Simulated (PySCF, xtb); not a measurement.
Si(H)(Cl)(OH)(OEt) (C₂H₇ClO₂Si), SMILES C(O[SiH](Cl)O)C.

GFN2-xTB (xtb) at its own geometry gives an orbital gap of 7.43 eV and a dipole moment of 2.70 D.

The structure is a stationary point at PBE0-D3(BJ)/def2-SVP. Other conformers were not sampled.

### Question
What does PBE/def2-TZVP (PySCF) give? (An estimate is asked for; the answer gives what the named calculation found.)

### Answer
gap 6.75 eV (levels -6.96 and -0.21 eV), dipole 1.75 D.
